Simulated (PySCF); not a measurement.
Compound: C₂H₉NSi.
SMILES with atom numbers: `[NH2:1][CH2:2][CH2:3][SiH3:4]` (hydrogens: H5, H6 on N1; H7, H8 on C2; H9, H10 on C3; H11, H12, H13 on Si4)

Method used: TDDFT PBE0/def2-SVPD, vertical, gas phase, core orbitals frozen in the response (PySCF). Isolated species at its PBE0-D3(BJ)/def2-SVP geometry (one conformer only). Torsions of this conformer, `[NH2:1][CH2:2][CH2:3][SiH3:4]`: N1–C2–C3–Si4 45°, H–N1–C2–C3 69°, H–N1–C2–C3 -171°.

```
state  E (eV)  E (hartree)       f  |μ| (D)  main configurations (H = HOMO, L = LUMO)
   S1    6.29       0.2313   0.016     0.82                                 H→L (92%)
   S2    7.12       0.2617  0.0003     0.10                               H→L+1 (89%)
   S3    7.37       0.2710  0.0059     0.46                   H→L+2 (88%), H→L+3 (9%)
   S4    7.56       0.2777   0.016     0.75                  H→L+3 (79%), H→L+5 (10%)
   S5    7.81       0.2870   0.056     1.37     H→L+4 (54%), H→L+5 (20%), H-1→L (16%)
   S6    7.91       0.2907   0.016     0.74                  H-1→L (69%), H→L+4 (26%)
   S7    7.98       0.2933   0.050     1.29     H→L+5 (62%), H→L+4 (16%), H-1→L (10%)
   S8    8.26       0.3037   0.034     1.04                               H→L+6 (84%)
   S9    8.36       0.3071  0.0009     0.17                   H-2→L (74%), H→L+6 (8%)
  S10    8.44       0.3102   0.027     0.91                               H-3→L (91%)
```

Triplets, Tamm–Dancoff:

```
state  E (eV)  λ (nm)  main configurations (H = HOMO, L = LUMO)
   T1    6.02   206.0                    H→L (84%), H→L+1 (10%)
   T2    6.96   178.2                    H→L+1 (76%), H→L (11%)
   T3    7.20   172.3                  H→L+2 (58%), H→L+3 (30%)
   T4    7.39   167.8     H→L+3 (50%), H→L+2 (22%), H→L+5 (18%)
```

The lowest singlet comes at 197 nm (607 kJ/mol) in the vacuum ultraviolet; it is weak; its leading configuration is HOMO→LUMO (92%). The most intense listed level is S5 at 7.81 eV (159 nm, f = 0.056), 1.52 eV above S1. Löwdin shares by element: HOMO nitrogen 58%, carbon 14% or more, hydrogen 13% or more (atoms not listed hold the other 15%); LUMO carbon 26%, silicon 17%, hydrogen 9% or more (atoms not listed hold the other 48%). Of the 10 states listed, 7 reach f = 0.01 and 1 stays under 0.0005. The oscillator strengths of these states sum to 0.222; summed over the whole spectrum of an exact calculation they would give the number of electrons, 42 (Thomas–Reiche–Kuhn). Orbital energies (eV): HOMO-3 -9.07, HOMO-2 -9.00, HOMO-1 -8.58, HOMO -7.14, LUMO 0.49, LUMO+1 1.17, LUMO+2 1.23. No computed singlet lies in the visible range (380 to 750 nm); the lowest, at 197 nm, stands 3.03 eV above its violet end (3.26 eV). The vertical ionisation energy (ΔSCF) is 9.37 eV, 0.93 eV above S10. Only the lowest 10 singlets were computed, as vertical energies without vibronic structure.

Without π bonds the low states are Rydberg-like; a valence basis with one diffuse set may place them up to an eV too high.
